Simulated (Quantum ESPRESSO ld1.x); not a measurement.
The numbers below are computed, except where a source is named.
Q: Mean orbital radii <r> (bohr) of the rhodium ion Rh2+, [Kr] 4d7, of relativity; Dirac values are averaged over j with weights 2j + 1. Spin-unpolarised spherical Kohn-Sham, revPBE, point nucleus, ld1.x of Quantum ESPRESSO 7.5. A level marked "c x" has the speed of light scaled by that factor and shares open shells by 2j + 1; other Dirac levels either fill j = l - 1/2 first or share by 2j + 1.

| shell | non-rel. |
|---|---|
| 1s | 0.03385 |
| 2s | 0.1472 |
| 2p | 0.1260 |
| 3s | 0.4029 |
| 3p | 0.3958 |
| 3d | 0.3699 |
| 4s | 1.007 |
| 4p | 1.087 |
| 4d | 1.430 |

Give the values at the level "Dirac, c x 3".

A: 
shell  Dirac, c x 3  change of magnitude (%)
1s          0.03372                    -0.39
2s           0.1466                    -0.42
2p           0.1257                    -0.21
3s           0.4015                    -0.34
3p           0.3952                    -0.16
3d           0.3699                    +0.01
4s            1.004                    -0.31
4p            1.086                    -0.12
4d            1.431                    +0.10
